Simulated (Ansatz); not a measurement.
Al3Ga⁻. Charge -1, multiplicity 2. Geometry PBE0-D4/def2-SVPD, basis def2-TZVPD, Ansatz.

Cartesian coordinates in Å:
```
Al 0.0790 1.4854 1.3441
Al -1.5493 0.1632 -0.1163
Al -0.0327 -1.4898 -1.3411
Ga 1.5029 -0.1587 0.1133
```

| run | HOMO (eV) | LUMO (eV) |
| --- | --- | --- |
| A | 0.20 | 0.45 |
| B | -0.04 | 0.32 |
| C | -0.49 | 0.81 |
| D | -0.22 | 0.58 |
| E | -0.74 | 0.99 |

B3LYP takes the VWN-RPA correlation. The structure comes from a short search, and lower isomers may exist.

HOMO and LUMO are taken over both spins.

The runs used B3LYP, BLYP, PBE, PBE0, r2SCAN. Estimate which is which.

A BLYP (0 % exact exchange); B PBE (0 % exact exchange); C B3LYP (20 % exact exchange); D r2SCAN (0 % exact exchange); E PBE0 (25 % exact exchange). Exact exchange lowers occupied and raises empty levels; among semilocal functionals meta-GGAs tend to open the gap a little, and such runs are hard to tell apart. The gap grows from 0.24 eV (BLYP) to 1.73 eV (PBE0). At BLYP-D4/def2-TZVPD the highest occupied level of the charge -1 doublet lies above zero (up to 0.20 eV). The electron is either unbound and held by the finite basis, or the level is raised by self-interaction error.
